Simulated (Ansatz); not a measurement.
Born–Oppenheimer molecular dynamics of AlFH7NO2 (12 atoms, charge 0, multiplicity 1). It starts from a rough guess of a transition structure, not a stationary point.

All numbers below come from Ansatz, UKS B3LYP-D4/STO-3G.

```yaml
ensemble: NVE (velocity Verlet)
time_step: 0.5 fs
steps_asked: 150
starting_velocities_drawn_for: 300 K
seed: 112804
```

First frame:

```xyz
12
Properties=species:S:1:pos:R:3
Al -0.991 -0.848 -0.274
H -0.524 1.065 -0.631
O -0.752 -1.643 -1.683
O -2.230 -0.871 0.796
H 1.333 0.110 0.731
F 0.811 -0.974 0.820
H 0.340 1.347 -0.250
N 1.517 1.387 0.392
H -0.564 -2.198 -2.423
H -2.790 -0.926 1.552
H 1.539 2.015 1.180
H 2.312 1.536 -0.209
```

Problem. How far do the bonds stretch over the last three quarters of this one trajectory? (Pairs bonded in most of those frames.)

Solution. 
```
  bond  mean (Å)  spread (Å)  shortest  longest
Al1–H2     1.627       0.144      1.40     1.96
Al1–O3     1.762       0.120      1.55     1.94
Al1–O4     1.757       0.072      1.62     1.86
Al1–F6     1.852       0.187      1.56     2.11
 O3–H9     1.041       0.050      0.94     1.12
O4–H10     1.046       0.053      0.96     1.14
 H7–N8     1.159       0.137      0.94     1.47
N8–H11     1.057       0.047      0.98     1.15
N8–H12     1.059       0.054      0.97     1.16
```

Mean temperature of the second half: 1544 K. The conserved energy stayed within 1.7 meV per atom of its start (net change -0.63 meV per atom), so the integration is sound. The kinetic energy rose, since the run started high on the potential surface and went downhill. It ends in pieces (AlFH4O2 + H3N), so much of that is their flight and rotation, not heat. A run of 0.075 ps of so small a system gives no equilibrium averages. The orbitals were unrestricted but ended closed-shell. Limits of this set-up: minimal basis.

Run time: 9.3 min on 1 thread of Arm Neoverse V1, with other jobs on the host, peak memory 0.14 GiB.
